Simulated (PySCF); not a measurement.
Isomers of C8H20Si, from PBE0-D3(BJ)/def2-SVP geometry optimisation, gas phase (PySCF 2.14.0). One conformer each, no zero-point energy, no frequencies.

Question: Which isomer lies lower at this level?
A. `[CH3:1][CH2:2][Si:3]([CH2:4][CH3:5])([CH2:6][CH3:7])[CH2:8][CH3:9]` with C1–C2–Si3–C4 -179°, C2–Si3–C4–C5 178°, C2–Si3–C6–C7 59°, C2–Si3–C8–C9 -59°: A = 1185, B = 1179, C = 761.6 MHz, dipole 0.00 D
B. Si(iPr)2Me2 (`CC(C)[Si](C)(C)C(C)C`): A = 1628, B = 959.8, C = 844.4 MHz, dipole 0.01 D

Answer: B. That is Si(iPr)2Me2, `CC(C)[Si](C)(C)C(C)C`, 2.9 kcal/mol below the other.

```tsv
SMILES	mapped SMILES	E (Eh)	relative (kcal/mol)	relative (kJ/mol)	dipole (D)
CC(C)[Si](C)(C)C(C)C	–	-605.61986	0.0	0.0	0.01
CC[Si](CC)(CC)CC	[CH3:1][CH2:2][Si:3]([CH2:4][CH3:5])([CH2:6][CH3:7])[CH2:8][CH3:9]	-605.61516	2.9	12.3	0.00
```
